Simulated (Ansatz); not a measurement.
GeH3SF, singlet: a nudged elastic band.

Input (in.yaml):

```yaml
crystal:
  periodic: [false, false, false]
  atoms:
    - {symbol: Ge, position_ang: [-0.226649, 0.076705, 0.479625]}
    - {symbol: F, position_ang: [1.254732, -0.051567, 1.384810]}
    - {symbol: S, position_ang: [0.233606, 0.654966, -1.592285]}
    - {symbol: H, position_ang: [0.629935, -0.578249, -1.947333]}
    - {symbol: H, position_ang: [-1.028987, 1.212762, 1.117480]}
    - {symbol: H, position_ang: [-0.862637, -1.314616, 0.557603]}
basis:
  gaussian: {orbitals: def2-SVP}
hamiltonian: {xc: pbe0, dispersion: d4}
neb:
  images: 5
  climbing: true
  max_iterations: 30
  initial_path: idpp
  spring: 500.0
  final_atoms:
    - {symbol: Ge, position_ang: [-0.738522, 0.082036, 0.145008]}
    - {symbol: F, position_ang: [1.576206, -0.248951, 0.350527]}
    - {symbol: S, position_ang: [-0.418861, 0.265151, -1.871205]}
    - {symbol: H, position_ang: [1.482210, -0.131281, -0.589287]}
    - {symbol: H, position_ang: [-0.784015, 1.268096, 1.122495]}
    - {symbol: H, position_ang: [-1.117018, -1.235053, 0.842363]}
```

Run by:

```bash
ansatz run in.yaml --threads 2 --pin off --events-out ev --progress --plain --max-ram 4352MiB
```

The run's output (Ansatz 0.2.0):

```
Functional definition: PBE0
  name "PBE0"
  cite "Adamo & Barone, J. Chem. Phys. 110, 6158 (1999) doi:10.1063/1.478522"
  cite "Perdew, Burke & Ernzerhof, Phys. Rev. Lett. 77, 3865 (1996) doi:10.1103/PhysRevLett.77.3865"
  parent pbe
  parameter a = 0.25
  parameter kappa = 0.804
  parameter beta = 0.06672455060314922
  exchange = (1 - a)*pbe_x(kappa = kappa, mu = beta*pi^2/3) + a*exact_x
  correlation = pbe_c(beta = beta)
813 factors; integrals over basis functions are off by at most 3.1e-4 eV
mean field evaluation 1: about -70092.8435 eV, gradient 3.4e1 eV
mean field evaluation 2: about -70089.6833 eV, gradient 5.7e1 eV
mean field evaluation 4: about -70094.6119 eV, gradient 1.6e0 eV
mean field evaluation 8: about -70094.6266 eV, gradient 5.4e-2 eV
mean field -70094.62663687 eV, -2575.9300170607 hartree, gradient 3.5e-5 eV, S^2 0.000000; 0 other end points of the search recorded, 0 dependent functions left out
the calculation of the forces begins
reference -70094.62665878 eV, -2575.9300178656 hartree; 30, 30 occupied and 49, 49 virtual orbitals, 813 factors
815 factors; integrals over basis functions are off by at most 1.2e-3 eV
mean field evaluation 16: about -70091.3504 eV, gradient 3.1e1 eV
mean field -70093.15073980 eV, -2575.8757788438 hartree, gradient 7.3e-5 eV, S^2 0.000000; 0 other end points of the search recorded, 0 dependent functions left out
the calculation of the forces begins
reference -70093.15076075 eV, -2575.8757796136 hartree; 30, 30 occupied and 49, 49 virtual orbitals, 815 factors
WARN: NEB end point (image 0): max|allowed force component| = 2.161e-1 eV/Å (the criterion of neb.relax_end_points is 1.000e-2). That is over neb.f_tol: it is no minimum, so the barrier can be far off. Relax it first
WARN: NEB end point (image 6): max|allowed force component| = 9.951e-2 eV/Å (the criterion of neb.relax_end_points is 1.000e-2). That is over neb.f_tol: it is no minimum, so the barrier can be far off. Relax it first
813 factors; integrals over basis functions are off by at most 3.1e-4 eV
mean field evaluation 32: about -70087.3890 eV, gradient 6.6e1 eV
mean field -70094.19623099 eV, -2575.9141999364 hartree, gradient 4.4e-5 eV, S^2 0.000000; 0 other end points of the search recorded, 0 dependent functions left out
the calculation of the forces begins
reference -70094.19625208 eV, -2575.9142007112 hartree; 30, 30 occupied and 49, 49 virtual orbitals, 813 factors
813 factors; integrals over basis functions are off by at most 3.0e-4 eV
mean field -70093.20504421 eV, -2575.8777744938 hartree, gradient 8.3e-5 eV, S^2 0.000000; 0 other end points of the search recorded, 0 dependent functions left out
the calculation of the forces begins
reference -70093.20506460 eV, -2575.8777752431 hartree; 30, 30 occupied and 49, 49 virtual orbitals, 813 factors
813 factors; integrals over basis functions are off by at most 8.7e-4 eV
mean field evaluation 64: about -70091.8944 eV, gradient 1.1e1 eV
mean field -70092.20800916 eV, -2575.8411341318 hartree, gradient 2.5e-5 eV, S^2 0.000000; 0 other end points of the search recorded, 0 dependent functions left out
the calculation of the forces begins
reference -70092.20802939 eV, -2575.8411348752 hartree; 30, 30 occupied and 49, 49 virtual orbitals, 813 factors
813 factors; integrals over basis functions are off by at most 9.7e-4 eV
mean field -70091.53544297 eV, -2575.8164177799 hartree, gradient 4.4e-5 eV, S^2 0.000000; 0 other end points of the search recorded, 0 dependent functions left out
the calculation of the forces begins
reference -70091.53546324 eV, -2575.8164185251 hartree; 30, 30 occupied and 49, 49 virtual orbitals, 813 factors
814 factors; integrals over basis functions are off by at most 1.3e-3 eV
mean field evaluation 96: about -70091.7312 eV, gradient 8.8e0 eV
mean field -70091.92547413 eV, -2575.8307511607 hartree, gradient 4.3e-5 eV, S^2 0.000000; 0 other end points of the search recorded, 0 dependent functions left out
the calculation of the forces begins
reference -70091.92549492 eV, -2575.8307519247 hartree; 30, 30 occupied and 49, 49 virtual orbitals, 814 factors
NEB iter   1: max|band force component| = 3.588e0 eV/Å  barrier→ = 3.0815 eV  barrier← = 1.6100 eV  Δτ_max = 0.2000 Å  (177 SCF iters)
NEB iter   2: max|band force component| = 2.685e0 eV/Å  barrier→ = 1.6443 eV  barrier← = 0.1729 eV  Δτ_max = 0.2000 Å  (149 SCF iters)
NEB iter   3: max|band force component| = 3.410e0 eV/Å  barrier→ = 1.5631 eV  barrier← = 0.0917 eV  Δτ_max = 0.0987 Å  (148 SCF iters)
NEB iter   4: max|band force component| = 6.599e-1 eV/Å  barrier→ = 1.5248 eV  barrier← = 0.0533 eV  Δτ_max = 0.1646 Å  (142 SCF iters)
NEB iter   5: max|band force component| = 3.034e-1 eV/Å  barrier→ = 1.5212 eV  barrier← = 0.0498 eV  CI = image 5  Δτ_max = 0.0826 Å  (136 SCF iters)
NEB iter   6: max|band force component| = 2.452e-1 eV/Å  barrier→ = 1.5228 eV  barrier← = 0.0513 eV  CI = image 5  Δτ_max = 0.0300 Å  (141 SCF iters)
NEB iter   7: max|band force component| = 6.786e-2 eV/Å  barrier→ = 1.5225 eV  barrier← = 0.0511 eV  CI = image 5  Δτ_max = 0.0035 Å  (128 SCF iters)
NEB iter   8: max|band force component| = 1.432e-2 eV/Å  barrier→ = 1.5225 eV  barrier← = 0.0511 eV  CI = image 5  Δτ_max = 0.0000 Å  (775 SCF iters)
Total energy: -70093.19467807 eV, -2575.8773935453 hartree
Atom 0 at    -0.605112     0.112165     0.185920 Å, force     0.006742    -0.001465     0.000719 eV/Å
Atom 1 at     1.327716    -0.513563     0.361810 Å, force    -0.007190     0.002353     0.003730 eV/Å
Atom 2 at     0.020787     0.604055    -1.758051 Å, force    -0.001406     0.000431     0.000876 eV/Å
Atom 3 at     1.274791    -0.146618    -0.649715 Å, force     0.003816    -0.000275    -0.005425 eV/Å
Atom 4 at    -0.670245     1.134163     1.333020 Å, force    -0.000179    -0.000169    -0.000026 eV/Å
Atom 5 at    -1.347937    -1.190201     0.526916 Å, force    -0.001783    -0.000875     0.000126 eV/Å
Dipole moment:    -0.229524    -0.106916     0.501486 e Å

[the SCF lines of later steps are left out]
```

The run took about 89 s on 2 CPU threads of an Arm Neoverse V2 (shared host).


The run ended normally. The spring constant of 500 eV/Å² is a hundred times the default.